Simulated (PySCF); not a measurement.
Sb¹⁸⁺: ionisation energy

Sb¹⁸⁺ [Ar] 3d10 4s2 4p3 [4p1/2^2 4p3/2^1, M_J = 3/2] → Sb¹⁹⁺ [Ar] 3d10 4s2 4p2 [4p1/2^2, M_J = 0], as a difference of total energies. Calculation: PySCF 2.14, in an even-tempered Gaussian basis (18 s from 1 bohr⁻², ratio 2.8; 14 p from 1.4 bohr⁻², ratio 2.8; 9 d from 2.4 bohr⁻², ratio 2.8; 4 f from 7.8 bohr⁻², ratio 3); the two-component X2C-1e Hamiltonian. Correlated levels: [Ne] frozen; the 92 highest virtual spinors dropped. "Screened" scales the spin-orbit matrix elements by Boettger's factors to mimic the two-electron term; Breit and QED terms are absent.

| method | ionisation energy (eV) |
| --- | --- |
| GHF (screened spin-orbit) | 508.80 |
| GMP2 (screened spin-orbit) | 509.43 |

Problem. How much does correlation contribute at GMP2 (screened spin-orbit)?

Solution. 509.43 − (508.80) = 0.63 eV, measured against GHF (screened spin-orbit).

Breit and QED terms and the two-electron picture change are absent.

The labels give the starting determinants; with spin-orbit coupling the two ends relaxed to ⟨J²⟩ = 3.76, ⟨L²⟩ = 1.39, ⟨S²⟩ = 2.28 and ⟨J²⟩ = 0.00, ⟨L²⟩ = 1.34, ⟨S²⟩ = 1.34.

For comparison: 510 ± 3 eV (theoretical estimate listed by NIST; NIST Atomic Spectra Database, ionization energies).
